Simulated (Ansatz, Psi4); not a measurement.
## Worked example: vertical energy of the triplet above the singlet of B2O2 (diboron dioxide)

The species is B2O2 (4 atoms), meant as a singlet with charge 0. As SMILES, `O=BB=O`. Geometry: relaxed at PBE0-D4/def2-TZVP.

| atom | x (Å) | y (Å) | z (Å) |
| --- | --- | --- | --- |
| O | -0.7431 | 0.4598 | 1.8176 |
| B | -0.3023 | 0.1871 | 0.7391 |
| B | 0.3021 | -0.1869 | -0.7392 |
| O | 0.7432 | -0.4599 | -1.8175 |

Both states at this one shape; open shells run unrestricted unless said. 1 Eh = 27.2114 eV.

| level | program | singlet B2O2 (Eh) | triplet B2O2 (Eh) |
| --- | --- | --- | --- |
| HF/aug-cc-pVDZ | Ansatz | -199.207667 | -199.028479 |
| BLYP/aug-cc-pVDZ | Psi4 | -200.236797 | -200.025305 |
| MP3/aug-cc-pVDZ, 4 core orbitals frozen | Psi4 | -199.737203 | -199.407549 |
| CCSD(T)/aug-cc-pVDZ, 4 core orbitals frozen | Ansatz | -199.773587 | -199.533308 |

Problem. Work out the vertical gap, second state less first, at each level.

Solution. 
1. HF/aug-cc-pVDZ: -199.028479 − (-199.207667) = 0.179188 Eh = 4.88 eV.
2. BLYP/aug-cc-pVDZ: -200.025305 − (-200.236797) = 0.211492 Eh = 5.75 eV.
3. MP3/aug-cc-pVDZ: -199.407549 − (-199.737203) = 0.329654 Eh = 8.97 eV.
4. CCSD(T)/aug-cc-pVDZ: -199.533308 − (-199.773587) = 0.240279 Eh = 6.54 eV.

No measured value is set beside it here; the levels span 4.88 to 8.97 eV. Hartree–Fock favours the state with fewer electron pairs, since it lacks pair correlation.
